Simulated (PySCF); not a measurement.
[Eu(SH)3]−: from a saddle point downhill

PySCF 2.14.0, RKS PBE0, Eu lcecp-0-SVP with ECP53, S def2-SVP, H def2-SVP; non-relativistic Hamiltonian with scalar-relativistic core potentials where named; density fitting; no spin-orbit coupling. Relaxed within the symmetry of its start, the geometry (C3v) is

```xyz
7

Eu    0.0000    0.0000   -0.0617
S     2.8674    0.0000    0.0540
H     2.9088    0.0000    1.4070
S    -1.4337    2.4832    0.0540
H    -1.4544    2.5191    1.4070
S    -1.4337   -2.4832    0.0540
H    -1.4544   -2.5191    1.4070
```

and its lowest harmonic modes are -213, -202, -202, 38, 58, 58 cm⁻¹ (negative: unstable). It was moved along the lowest mode and relaxed again, within the group C3 that the move left.

(1) Where does it end, and how much lower?

(2) How do the contacts change?

(3) Is the end a minimum?

An lcecp potential fixes the number of 4f electrons, so in runs with it no electron can move into or out of that shell.

State: singlet in the valence, with the 4f electrons in the core potential.

Results:

(1) In C3h, 0.277 eV lower, after 32 steps:
```xyz
7

Eu    0.0000    0.0000    0.6209
S     2.8020    0.5141    0.6290
H     3.1322   -0.7986    0.6045
S    -1.8462    2.1696    0.6290
H    -0.8745    3.1119    0.6045
S    -0.9558   -2.6836    0.6290
H    -2.2577   -2.3133    0.6045
```

(2) 
```csv
contact,saddle (Å),end (Å)
Eu1–S2 (SH),2.870,2.849
Eu1–S4 (SH),2.870,2.849
Eu1–S6 (SH),2.870,2.849
```


(3) Yes; lowest modes 44, 51, 51, 118, 140, 140 cm⁻¹.
